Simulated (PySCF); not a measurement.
**Excitation energy of Be by level of theory**

Be [He] 2s2 (1S) → Be [He] 2s1 3d1 (3D), as a difference of total energies. Calculation: PySCF 2.14, in aug-cc-pVTZ (5s4p3d2f, 46 functions); no relativity, point nucleus. Correlated levels: valence: 1s2 frozen. The calculations carry no spin-orbit coupling.

| method | excitation energy (eV) |
| --- | --- |
| UHF | 7.729 |
| LDA | 7.949 |
| PBE | 7.800 |
| PBE0 | 7.948 |
| r2SCAN | 7.844 |
| B3LYP | 8.078 |
| BHandHLYP | 8.280 |
| MN15 | 8.521 |
| M06-2X | 8.304 |
| MP2 (valence) | 8.401 |
| SCS-MP2 (valence) | 8.621 |

Question: How much does correlation contribute at MP2 (valence)?

Answer: 8.401 − (7.729) = 0.672 eV, measured against UHF.

The promoted electron is Rydberg-like, and one or two diffuse shells describe it only roughly, which tends to raise the upper state.

In the upper state the promoted electron has a positive orbital energy at LDA, PBE, PBE0, r2SCAN, B3LYP, BHandHLYP, MN15, M06-2X, so the basis confines it.
